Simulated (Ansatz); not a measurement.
# Interaction energy ladder

The pair of CH2O (SMILES C=O, atoms 1–4) and GeH4 (SMILES [GeH4], atoms 5–9), both closed shells, in one local arrangement (a lower one may exist), relaxed at PBE0-D4/def2-TZVP:

C1  (0.067, 0.049, -2.150)
O2  (-0.186, -0.882, -1.442)
H3  (0.067, -0.040, -3.254)
H4  (0.313, 1.047, -1.737)
Ge5  (-0.055, -0.045, 1.707)
H6  (-1.487, -0.511, 1.426)
H7  (0.937, -1.197, 1.511)
H8  (0.035, 0.454, 3.160)
H9  (0.309, 1.126, 0.781)
(Å)

Program: Ansatz 0.2.0. Basis: def2-TZVPPD, with def2-QZVPPD for the basis limit. Cores are frozen in the correlated methods. Filled d shells of the heavier atoms are correlated. The def2 sets are not built for correlating such inner shells, so the correlated values are less sure here. B3LYP uses VWN-RPA correlation. Extrapolation: Hartree–Fock as exp(−7.88 √X), correlation as X^−2.97. Interaction energies count from these two fragments, frozen as in the pair, with the counterpoise correction; negative means bound.

What is the interaction energy by CCSD(T) at an estimated basis limit (MP2 extrapolated from triple and quadruple zeta, plus CCSD(T) − MP2 in triple zeta)? (To be estimated.)

By the calculation: -7.6 kJ/mol. Hartree–Fock alone gives -0.3 kJ/mol at the basis limit. It counts from the two fragments frozen as in the pair.

The same quantity by other methods in triple zeta, and each one's difference from that estimate:
| method | E_int (kJ/mol) | difference |
| --- | --- | --- |
| PBE-D4 | -7.9 | -0.3 |
| revPBE-D4 | -6.7 | 1.0 |
| BLYP-D4 | -6.8 | 0.8 |
| r2SCAN-D4 | -7.2 | 0.5 |
| B97M-V | -8.5 | -0.9 |
| PBE0-D4 | -7.6 | 0.0 |
| B3LYP-D4 | -7.5 | 0.1 |
| HSE06-D4 | -7.6 | 0.1 |
| wB97X-V | -7.9 | -0.2 |
| wB97M-V | -8.1 | -0.4 |
| B2PLYP | -3.7 | 4.0 |
| HF | -0.3 | 7.4 |
| MP2 | -6.7 | 1.0 |
| CCSD | -5.6 | 2.1 |
| CCSD(T) | -6.7 | 1.0 |
Differences are method less estimate.

Which atoms make the shortest contact between the fragments?

H4 and H9, 2.52 Å apart.

Basis-set superposition shift (counterpoise-corrected less uncorrected): CCSD(T) 2.9; MP2 3.0; HF 0.5; PBE0-D4 0.4; wB97M-V 0.5 kJ/mol.

No T1 diagnostic of these runs exceeds 0.017.

For scale, one of the runs: CCSD(T)/def2-TZVPPD, 233 basis functions, launched by `ansatz run in.yaml --threads 4 --pin off --events-out ev --progress --plain --max-ram 9574MiB`. The run took 110 s on 4 CPU threads of an Arm Neoverse V2 (shared host), with 4.1 GiB of host memory at its peak.
